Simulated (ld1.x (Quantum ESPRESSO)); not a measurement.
Al: one change to a TM potential, before and after

- Element: Al (Z = 13)
- Generator: ld1.x (Quantum ESPRESSO) 7.5
- Type: norm-conserving Troullier–Martins (Kleinman–Bylander form)
- Functional: PBE
- Relativity: scalar-relativistic
- Frozen core: [Ne]
- Valence charge: 3
- Reference configuration: 3s2 3p1
- Partial waves: 3p (bound): rc 2.75 bohr; 3s (bound): rc 1.70 bohr
- Local potential: the s channel
- Core correction: a·sin(br)/r model core inside 0.80 bohr

All-electron outer shells of the reference configuration (PBE, scalar-relativistic, ld1.x):

| shell | level (eV) | outermost node (bohr) | outermost maximum (bohr) |
| --- | --- | --- | --- |
| 2s | -108.17 | 0.16 | 0.50 |
| 2p | -69.64 | – | 0.43 |
| 3s | -7.75 | 0.80 | 2.09 |
| 3p | -2.71 | 0.82 | 2.64 |

Change: wave 3p (bound): rc 2.75 bohr becomes 3p (bound): rc 3.62 bohr.

Cutoffs: the cutoffs (Ry, on a coarse ladder) from which the occupation-weighted sum of valence levels, in a spherical-Bessel basis at the reference potential, stays within 10 and 1 mRy of its value at 400 Ry; they do not see the model core or the augmentation charge, which bear on the density cutoff. Errors are all-electron minus pseudo energies relative to the spin-unpolarised reference configuration.

Problem. What does the change do?

Solution. The potential gets neither clearly harder nor softer (10 Ry and 30 Ry → 10 Ry and 30 Ry); of the 7 tests that both files solve, the error grows in 3 and shrinks in 2 by more than 15 % and 0.3 meV (median size 1.0 → 1.8 meV); neither file shows a bound ghost.

```csv
quantity,base,changed
"cutoff, loose",10 Ry,10 Ry
"cutoff, tight",30 Ry,30 Ry
bound ghosts,none,none
"error for 3s2 3p0, meV [ΔE 5.76 eV]",+1.0,-0.4
"error for 3s1 3p0, meV [ΔE 24.99 eV]",+9.8,+3.0
"error for 3s2 3p0.5, meV [ΔE 2.09 eV]",+0.2,+0.1
"error for 3s2 3p1.3, meV [ΔE -0.57 eV]",+0.1,+0.1
"error for 3s1 3p1, meV [ΔE 11.57 eV]",+5.1,+8.5
"error for 3s0 3p3, meV [ΔE 10.45 eV]",-3.0,+9.4
"error for 3s1 3p2, meV [ΔE 5.14 eV]",-1.0,+1.8
```
